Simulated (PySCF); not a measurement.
Computed shifts of a molecule C₄H₉FSi, PySCF with PBE/pcSseg-1, GIAO, gas phase, equivalent atoms averaged, in ppm (number of nuclei): ¹³C: 99.6 (1), 31.4 (1), 29.6 (2). ¹⁹F: -122.3 (1). ²⁹Si: -60.1 (1). ¹H: 4.78 (1), 4.42 (1), 2.19 (2), 1.79 (2), 1.71 (3). References: ¹³C against TMS (σ = 182.0 ppm); ¹⁹F against CFCl3 (σ = 133.6 ppm); ²⁹Si against TMS (σ = 335.4 ppm); ¹H against TMS (σ = 31.49 ppm), references at their B3LYP-D3(BJ)/def2-TZVP geometries, non-relativistic. The structure is a stationary point at PBE0-D3(BJ)/def2-SVP. The values are those of a single conformer.

Question: Identify the compound among the candidates.
(A) CC1(F)C[SiH2]C1
(B) C/C(F)=C\C[SiH3]
(C) C/C=C(\F)C[SiH3]
(D) CC/C=C(\F)[SiH3]

Answer: A, CC1(F)C[SiH2]C1
